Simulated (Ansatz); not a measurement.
Consider the substitution at a C–Si bond: `C=C(Cl)[SiH2]S` + silanol → `C=C(Cl)O[SiH3]` + `[SiH3]S`.

Program: Ansatz. Geometries: PBE0-D4/def2-TZVP. ΔE: electronic, gas phase. CCSD(T)/CBS adds triple-zeta CCSD(T) − MP2 to the extrapolated MP2 energy (def2 sets, frozen cores). DFT in def2-TZVPP. Each species was taken in one conformer, which may not be the lowest.

CCSD(T)/CBS gives +70.7 kJ/mol.

(1) Another level gave +71.6 kJ/mol. Which?
A. MP2/def2-TZVPP
B. CCSD/def2-TZVPP
C. PBE/def2-TZVPP
D. HF/def2-TZVPP

Largest T1 diagnostic among the species: 0.012.

Answers

(1) A. MP2/def2-TZVPP 71.6, CCSD/def2-TZVPP 65.9, HF/def2-TZVPP 59.2, PBE 54.5 kJ/mol.

From PBE to PBE0 (25 % exact exchange), in def2-TZVPP and without D4, ΔE moves by +3.1 kJ/mol. In def2-TZVPP, CCSD(T) changes the Hartree–Fock value by +6.7 kJ/mol (the triples alone add +0.1 kJ/mol) and MP2 by +12.4 kJ/mol.
